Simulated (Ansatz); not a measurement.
Ansatz (a program for electronic structure) input (CCSD(T)/def2-SVPD):

Ansatz 0.2 input:
```yaml
crystal:
  periodic: [false, false, false]
  atoms:
    - {symbol: Li, position_ang: [-0.00000000, -0.00000000, -2.27530728]}
    - {symbol: Na, position_ang: [0.00000000, 0.00000000, 0.62053835]}
basis:
  gaussian:
    orbitals: def2-SVPD
magnetization: {spin_polarized: false}
correlation: {method: ccsd_t, electrons: outside_noble_gas}
output: {forces: true}
```

End of the output:

```
326 factors; integrals over basis functions are off by at most 1.7e-4 eV
mean field: 0.05 GiB planned
mean field evaluation 1: about -4604.6605 eV, gradient 1.7e0 eV
mean field evaluation 2: about -4604.6620 eV, gradient 1.7e0 eV
mean field evaluation 4: about -4604.6997 eV, gradient 5.7e-2 eV
mean field evaluation 8: about -4604.6997 eV, gradient 3.9e-5 eV
mean field -4604.69974226 eV, -169.2195943504 hartree, gradient 1.1e-6 eV, S^2 0.000000; 0 other end points of the search recorded, 0 dependent functions left out; unrestricted orbitals would lower it
mean field evaluation 16: about -4604.6670 eV, gradient 3.2e0 eV
6 core orbitals not correlated
reference -4604.69974226 eV, -169.2195943504 hartree; 1, 1 occupied and 23, 23 virtual orbitals, 326 factors
densities: 0.05 GiB planned
second order -0.44107048 eV of doubles, -0.00000000 eV of singles
coupled cluster: 0.04 GiB planned
cycle   1  -0.59036569 eV  change   -1.5e-1 eV  update   7.3e-2
cycle   2  -0.71767197 eV  change   -1.3e-1 eV  update   3.8e-2
cycle   3  -0.72409631 eV  change   -6.4e-3 eV  update   7.6e-3
cycle   4  -0.72795267 eV  change   -3.9e-3 eV  update   2.5e-3
cycle   5  -0.72733480 eV  change    6.2e-4 eV  update   8.8e-4
cycle   6  -0.72729677 eV  change    3.8e-5 eV  update   3.9e-4
cycle   7  -0.72750732 eV  change   -2.1e-4 eV  update   1.6e-4
cycle   8  -0.72740939 eV  change    9.8e-5 eV  update   5.7e-5
cycle   9  -0.72745599 eV  change   -4.7e-5 eV  update   2.0e-5
cycle  10  -0.72744868 eV  change    7.3e-6 eV  update   7.0e-6
cycle  11  -0.72744995 eV  change   -1.3e-6 eV  update   2.2e-6
perturbative correction 0.00000000 eV, 0.0000000000 hartree
the calculation of the forces begins
Total energy: -4605.42719221 eV, -169.2463276430 hartree
Atom 0 at    -0.000000    -0.000000    -2.275307 Å, force    -0.000000     0.000000    -0.144568 eV/Å
Atom 1 at     0.000000     0.000000     0.620538 Å, force    -0.000000    -0.000000     0.144568 eV/Å
Dipole moment:     0.000000     0.000000     0.166914 e Å
```
